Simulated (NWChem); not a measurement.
## Atomisation of H4GeS3

SMILES: [SH][GeH]([SH])[SH]
```xyz
8

Ge    -0.3875     0.1149    -0.1743
S      0.0647    -2.0523    -0.5819
S     -0.5803     0.6320     1.9975
S      1.3473     1.2697    -1.0079
H     -1.7470     0.5060    -0.7919
H     -1.2007    -2.4646    -0.3274
H      0.6378     0.1419     2.3274
H      1.4029     0.5500    -2.1548
```
Charge 0, spin multiplicity 1.

Everything below was run with NWChem. The geometry was optimised at B3LYP/def2-SVP, a minimum by its harmonic frequencies. It is one conformer; others weren't searched.

Basis set: def2-TZVP. The atomisation energy is electronic alone: no zero-point, thermal, spin-orbit or counterpoise terms. No value is extrapolated to the basis-set limit. Free atoms are single determinants with multiplicities Ge 3, S 3, H 2.

The Hamiltonian is non-relativistic. B3LYP has NWChem's definition, with VWN1-RPA local correlation. The structure started from a generated list of species. The stability of the SCF solutions was not checked.

For the atomisation energy, PBE0 gives 530.9 kcal/mol and B3LYP gives 522.2 kcal/mol. What do BHandHLYP, PBE, TPSS give?

BHandHLYP: 509.7 kcal/mol; PBE: 538.3 kcal/mol; TPSS: 539.9 kcal/mol.
